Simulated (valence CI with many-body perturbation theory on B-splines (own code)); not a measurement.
**E1 line list for Tl⁸⁺**

Level of theory: relativistic CI+MBPT: five valence electrons over a frozen Dirac-Fock core [Xe] 4f14, radial functions for each j: 7 s, 7 p, 8 d, 6 f, 4 g, 1 h, with the one-electron correlation potential Σ1 (screened to all orders), the two-electron term Σ2, the three-electron term Σ3, Breit, model QED; selected single and double excitations, second order for the rest, scaled by the run's own slope (own B-spline code, finite nucleus).

No measured levels were compared; by estimate terms of the open shell hold to 2 to 4 % of their energy, and close levels can change places; different configurations can be misplaced against each other by 1,000 to 8,000 cm⁻¹. Among the levels kept, up to 1200 cm⁻¹ of a level comes from second order outside the variational space, and about a tenth of that is noise between levels of different J, which matters for small intervals. The list stops below the first excitations out of the core.

Lines 301 to 350 of 386 in falling wavelength, among levels below 368860 cm⁻¹, chosen from the strongest by gf and those to the six lowest levels. Wavelengths and rates use the calculated energies, so an error of 2000 cm⁻¹ moves a line at 35.08 nm by 0.7 % and its rate by three times that or more. Electric multipoles are in the length gauge, E1 and E2 with the static RPA response of the core. Weak lines are less certain than strong ones. Lines between different terms over intervals too small for the method are left out, as are lines whose strength nearly cancels. The highest levels of a list are the least certain.

Levels are named by their leading jj configuration (3d3/2^4 stands for four electrons in 3d with j = 3/2), which in mixed levels can hold well under half, so a name can repeat and another be missing. Letters in brackets count levels of one name in rising energy.

| λ vac (nm) | Upper | Lower | A (s⁻¹) | S (a.u.) |
| --- | --- | --- | --- | --- |
| 35.08 | (5d3/2^3 5d5/2 6p1/2) J=5/2 [b] | (5d3/2 5d5/2^4) J=7/2 [a] | 4.06e+04 | 5.19e-06 |
| 35.01 | (5d3/2^3 5d5/2 6p1/2) J=3/2 [b] | (5d3/2 5d5/2^4) J=5/2 [a] | 7.27e+06 | 6.16e-04 |
| 34.98 | (5d3/2^3 5d5/2 6p1/2) J=5/2 [a] | (5d3/2^2 5d5/2^3) J=3/2 [b] | 2.53e+06 | 3.20e-04 |
| 34.89 | (5d3/2^3 5d5/2 6p1/2) J=3/2 [b] | (5d3/2^2 5d5/2^3) J=3/2 [b] | 9.46e+05 | 7.93e-05 |
| 34.73 | (5d3/2^3 5d5/2 6p1/2) J=7/2 | (5d3/2^2 5d5/2^3) J=7/2 [c] | 1.29e+07 | 2.14e-03 |
| 34.64 | (5d3/2^3 5d5/2 6p1/2) J=9/2 | (5d3/2^2 5d5/2^3) J=7/2 [c] | 4.79e+07 | 9.83e-03 |
| 34.57 | (5d3/2^3 5d5/2 6p1/2) J=7/2 | (5d3/2 5d5/2^4) J=5/2 [a] | 2.67e+02 | 4.35e-08 |
| 34.41 | (5d3/2^3 5d5/2 6p1/2) J=5/2 [a] | (5d3/2^2 5d5/2^3) J=5/2 [b] | 3.49e+06 | 4.21e-04 |
| 34.33 | (5d3/2^3 5d5/2 6p1/2) J=3/2 [a] | (5d3/2^2 5d5/2^3) J=5/2 [a] | 7.41e+06 | 5.92e-04 |
| 34.33 | (5d3/2^3 5d5/2 6p1/2) J=5/2 [a] | (5d3/2^2 5d5/2^3) J=7/2 [b] | 5.34e+05 | 6.40e-05 |
| 34.32 | (5d3/2^3 5d5/2 6p1/2) J=3/2 [b] | (5d3/2^2 5d5/2^3) J=5/2 [b] | 7.04e+05 | 5.62e-05 |
| 34.32 | (5d3/2^3 5d5/2 6p1/2) J=1/2 | (5d3/2^2 5d5/2^3) J=3/2 [a] | 8.96e+07 | 3.57e-03 |
| 34.27 | (5d3/2^3 5d5/2 6p1/2) J=5/2 [b] | (5d3/2^2 5d5/2^3) J=7/2 [c] | 2.42e+06 | 2.88e-04 |
| 34.11 | (5d3/2^3 5d5/2 6p1/2) J=5/2 [b] | (5d3/2 5d5/2^4) J=5/2 [a] | 1.62e+07 | 1.91e-03 |
| 34.01 | (5d3/2^3 5d5/2 6p1/2) J=3/2 [a] | (5d3/2^2 5d5/2^3) J=3/2 [a] | 8.54e+05 | 6.63e-05 |
| 34.00 | (5d3/2^3 5d5/2 6p1/2) J=5/2 [b] | (5d3/2^2 5d5/2^3) J=3/2 [b] | 2.56e+05 | 2.98e-05 |
| 33.95 | (5d3/2^3 5d5/2 6p1/2) J=1/2 | (5d3/2^2 5d5/2^3) J=1/2 [a] | 4.00e+07 | 1.55e-03 |
| 33.91 | (5d3/2^3 5d5/2 6p1/2) J=1/2 | (5d3/2^3 5d5/2^2) J=3/2 [b] | 1.74e+07 | 6.71e-04 |
| 33.90 | (5d3/2^3 5d5/2 6p1/2) J=7/2 | (5d3/2^2 5d5/2^3) J=5/2 [b] | 1.10e+07 | 1.70e-03 |
| 33.82 | (5d3/2^3 5d5/2 6p1/2) J=7/2 | (5d3/2^2 5d5/2^3) J=7/2 [b] | 4.27e+05 | 6.53e-05 |
| 33.73 | (5d3/2^3 5d5/2 6p1/2) J=9/2 | (5d3/2^2 5d5/2^3) J=7/2 [b] | 5.81e+06 | 1.10e-03 |
| 33.65 | (5d3/2^3 5d5/2 6p1/2) J=3/2 [a] | (5d3/2^2 5d5/2^3) J=1/2 [a] | 2.05e+07 | 1.54e-03 |
| 33.64 | (5d3/2^3 5d5/2 6p1/2) J=7/2 | (5d3/2^2 5d5/2^3) J=9/2 [b] | 1.08e+07 | 1.63e-03 |
| 33.61 | (5d3/2^4 6p1/2) J=1/2 | (5d3/2^3 5d5/2^2) J=1/2 | 1.40e+08 | 5.26e-03 |
| 33.60 | (5d3/2^3 5d5/2 6p1/2) J=3/2 [a] | (5d3/2^3 5d5/2^2) J=3/2 [b] | 2.11e+06 | 1.58e-04 |
| 33.56 | (5d3/2^3 5d5/2 6p1/2) J=9/2 | (5d3/2^2 5d5/2^3) J=9/2 [b] | 7.08e+07 | 1.32e-02 |
| 33.46 | (5d3/2^3 5d5/2 6p1/2) J=5/2 [b] | (5d3/2^2 5d5/2^3) J=5/2 [b] | 3.49e+05 | 3.88e-05 |
| 33.38 | (5d3/2^3 5d5/2 6p1/2) J=5/2 [b] | (5d3/2^2 5d5/2^3) J=7/2 [b] | 1.57e+07 | 1.73e-03 |
| 33.36 | (5d3/2^3 5d5/2 6p1/2) J=5/2 [a] | (5d3/2^2 5d5/2^3) J=5/2 [a] | 1.18e+06 | 1.30e-04 |
| 33.28 | (5d3/2^3 5d5/2 6p1/2) J=3/2 [b] | (5d3/2^2 5d5/2^3) J=5/2 [a] | 1.64e+07 | 1.19e-03 |
| 33.05 | (5d3/2^3 5d5/2 6p1/2) J=5/2 [a] | (5d3/2^2 5d5/2^3) J=3/2 [a] | 5.08e+05 | 5.43e-05 |
| 32.97 | (5d3/2^3 5d5/2 6p1/2) J=3/2 [b] | (5d3/2^2 5d5/2^3) J=3/2 [a] | 1.14e+08 | 8.10e-03 |
| 32.88 | (5d3/2^3 5d5/2 6p1/2) J=7/2 | (5d3/2^2 5d5/2^3) J=5/2 [a] | 4.70e+07 | 6.59e-03 |
| 32.87 | (5d3/2^4 6p1/2) J=1/2 | (5d3/2^3 5d5/2^2) J=3/2 [a] | 2.50e+08 | 8.76e-03 |
| 32.83 | (5d3/2^3 5d5/2 6p1/2) J=3/2 [a] | (5d3/2^3 5d5/2^2) J=5/2 [b] | 3.60e+07 | 2.52e-03 |
| 32.67 | (5d3/2^3 5d5/2 6p1/2) J=5/2 [a] | (5d3/2^3 5d5/2^2) J=3/2 [b] | 2.72e+07 | 2.80e-03 |
| 32.63 | (5d3/2^3 5d5/2 6p1/2) J=3/2 [b] | (5d3/2^2 5d5/2^3) J=1/2 [a] | 7.88e+07 | 5.41e-03 |
| 32.59 | (5d3/2^3 5d5/2 6p1/2) J=3/2 [b] | (5d3/2^3 5d5/2^2) J=3/2 [b] | 1.08e+08 | 7.37e-03 |
| 32.47 | (5d3/2^3 5d5/2 6p1/2) J=5/2 [b] | (5d3/2^2 5d5/2^3) J=5/2 [a] | 1.26e+07 | 1.27e-03 |
| 32.40 | (5d3/2^3 5d5/2 6p1/2) J=5/2 [a] | (5d3/2^2 5d5/2^3) J=7/2 [a] | 5.78e+07 | 5.82e-03 |
| 32.36 | (5d3/2^3 5d5/2 6p1/2) J=7/2 | (5d3/2^2 5d5/2^3) J=9/2 [a] | 1.31e+07 | 1.75e-03 |
| 32.28 | (5d3/2^3 5d5/2 6p1/2) J=9/2 | (5d3/2^2 5d5/2^3) J=9/2 [a] | 9.96e+07 | 1.65e-02 |
| 32.23 | (5d3/2^3 5d5/2 6p1/2) J=1/2 | (5d3/2^3 5d5/2^2) J=1/2 | 1.91e+08 | 6.30e-03 |
| 32.17 | (5d3/2^3 5d5/2 6p1/2) J=5/2 [b] | (5d3/2^2 5d5/2^3) J=3/2 [a] | 3.26e+07 | 3.21e-03 |
| 31.96 | (5d3/2^3 5d5/2 6p1/2) J=9/2 | (5d3/2^2 5d5/2^3) J=11/2 | 3.40e+07 | 5.47e-03 |
| 31.95 | (5d3/2^3 5d5/2 6p1/2) J=3/2 [a] | (5d3/2^3 5d5/2^2) J=1/2 | 4.00e+05 | 2.58e-05 |
| 31.95 | (5d3/2^3 5d5/2 6p1/2) J=7/2 | (5d3/2^2 5d5/2^3) J=7/2 [a] | 6.26e+06 | 8.05e-04 |
| 31.94 | (5d3/2^3 5d5/2 6p1/2) J=5/2 [a] | (5d3/2^3 5d5/2^2) J=5/2 [b] | 8.51e+06 | 8.21e-04 |
| 31.87 | (5d3/2^3 5d5/2 6p1/2) J=9/2 | (5d3/2^2 5d5/2^3) J=7/2 [a] | 8.49e+06 | 1.36e-03 |
| 31.86 | (5d3/2^3 5d5/2 6p1/2) J=3/2 [b] | (5d3/2^3 5d5/2^2) J=5/2 [b] | 8.30e+05 | 5.30e-05 |
